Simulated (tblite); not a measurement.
Compound: C5H5N2O (doublet state).
Geometry (GFN2-xTB, Å), atoms numbered from 1 in this order:
```
atom  x, y, z in Å
O1    -2.120    0.735   -1.015
C2    -1.659   -0.119   -0.010
C3    -0.164   -0.077    0.162
C4     0.454   -0.483    1.352
C5     1.827   -0.414    1.322
N6     2.501   -0.009    0.299
C7     1.852    0.366   -0.789
N8     0.543    0.336   -0.881
H9    -1.444    0.765   -1.707
H10   -1.934   -1.166   -0.232
H11   -2.159    0.169    0.920
H12   -0.118   -0.814    2.202
H13    2.418    0.711   -1.642
```

Method: GFN2-xTB as coded in tblite; computed harmonic values from a numerical Hessian at the method's own geometry, unscaled. Errors from tens to a few hundred cm⁻¹ against measured bands are possible. One conformer, not necessarily the lowest. Open shells enter through the occupations alone, without spin polarisation, and single modes of such species can be off by tens of per cent.

Harmonic wavenumbers (cm⁻¹): 62.4, 123.6, 200.7, 308.6, 343.8, 403.0, 450.0, 576.0, 649.2, 688.2, 797.5, 824.5, 888.3, 949.5, 976.2, 1088.9, 1094.8, 1162.4, 1190.0, 1216.3, 1241.9, 1264.4, 1325.6, 1347.1, 1403.1, 1451.0, 1488.7, 1596.8, 2805.9, 2959.3, 3063.7, 3104.7, 3478.1.

A = 5436, B = 1643, C = 1282 MHz; mass 109.040 u (most abundant isotopes); point group C1, symmetry number 1; spin multiplicity 2.

**Question.** What is the zero-point energy?

**Answer.** ½Σν̃ = 20262 cm⁻¹ = 57.93 kcal/mol.

**Question.** Give the ideal-gas entropy at 200 K and 1 bar in the rigid-rotor, harmonic-oscillator model (classical rotation).

**Answer.** Translation 38.02, rotation 26.54, vibration 10.01, spin (R ln 2) 1.38: S = 75.9 cal/(mol K).

**Question.** And Cp and H(200 K) − H(0)?

**Answer.** Cp = 20.23 cal/(mol K), of which vibrations give 12.28 (their classical limit is 33 R = 65.6); H(200 K) − H(0) = 2.73 kcal/mol without the zero-point energy, 1.14 from vibrations.

**Question.** How do the functions run with temperature in this model?

**Answer.** 
```tsv
T (K)	S (cal/(mol K))	Cp (cal/(mol K))	H − H(0) (kcal/mol)	G − H(0) (kcal/mol)	ln q(vib)
150	70.6	16.8	1.81	-8.79	1.45
250	80.8	23.8	3.83	-16.38	2.89
298.15	85.3	27.4	5.07	-20.38	3.62
400	94.4	34.7	8.23	-29.54	5.21
600	110.7	45.7	16.35	-50.09	8.44
900	131.3	55.5	31.69	-86.51	13.17
```

q(vib) and H(0) count from the zero-point level.

**Question.** Blend soft modes into free rotors: weight 1/[1 + (100 cm⁻¹/ν̃)⁴] for the oscillator and the rest for a rotor with moment μB/(μ + B), μ = h/(8π²ν), B = 10⁻⁴⁴ kg m². What vibrational entropy results?

**Answer.** 9.46 cal/(mol K) in place of 10.01, which changes −T·S at 200 K by +0.11 kcal/mol.

Hindered rotation and anharmonicity are outside this model. Other conformers, if any are populated, would add a mixing term that is left out. The structure is chiral; the term R ln 2 for an equal mix with its mirror image is left out.

The run took 0.25 s wall on one thread, Arm Neoverse V2 (aarch64), shared host. The figure is for the frequency step alone.
